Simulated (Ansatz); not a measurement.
Harmonic frequencies (cm⁻¹) at PBE0-D4/def2-TZVP from Ansatz: 30, 42, 62, 88, 158, 250, 327, 386, 532, 612, 707, 729, 739, 843, 860, 908, 954, 957, 981, 1019, 1024, 1046, 1139, 1296, 1443, 1674, 2227, 2241, 2243, 2248, 3136, 3148, 3223.

Each molecule was computed in one conformer, which needn't be the lowest.

Q: Which molecule is it?
A. `C=C[SiH](F)O[SiH3]`
B. `C=C[SiH2]O[SiH2]F`
C. `F[SiH2]N([SiH3])[SiH3]`
D. `C[Si](N)(Cl)Cl`

A: A.
